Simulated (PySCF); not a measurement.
**Zn²⁺ (zinc, charge +2) across methods**

[Ar] 3d10, closed-shell 1S. Calculation: PySCF 2.14, in x2c-TZVPPall; the spin-free X2C one-electron Hamiltonian (Gaussian nucleus). The B2PLYP total includes its PT2 part (frozen core); its orbital energies are those of the SCF part.

```
 method  E (hartree)  mean ε 3s (eV)  mean ε 3p (eV)  mean ε 3d (eV)  Σ⟨r²⟩ (bohr²)   ⟨S²⟩
    UHF  -1793.34765         -178.25         -126.21         -41.421          14.78  0.000
r2SCAN0    -1794.813         -160.30         -111.83         -33.908          15.05  0.000
 B2PLYP    -1794.595         -165.16         -116.10         -36.671          15.05  0.000
  M06-L    -1794.818         -155.06         -106.98         -30.608          15.02  0.000
    LDA    -1791.846         -149.53         -104.24         -31.251          15.37  0.000
 r2SCAN    -1794.847         -154.21         -106.84         -31.061          15.17  0.000
   PBE0    -1794.635         -157.36         -110.02         -33.709          15.15  0.000
    PBE    -1794.615         -150.05         -104.29         -30.861          15.35  0.000
```

(1) Estimate the same row for HSE06.

Answers

(1) E (hartree) = -1794.639; mean ε 3s (eV) = -157.04; mean ε 3p (eV) = -109.64; mean ε 3d (eV) = -33.292; Σ⟨r²⟩ (bohr²) = 15.17; ⟨S²⟩ = 0.000.
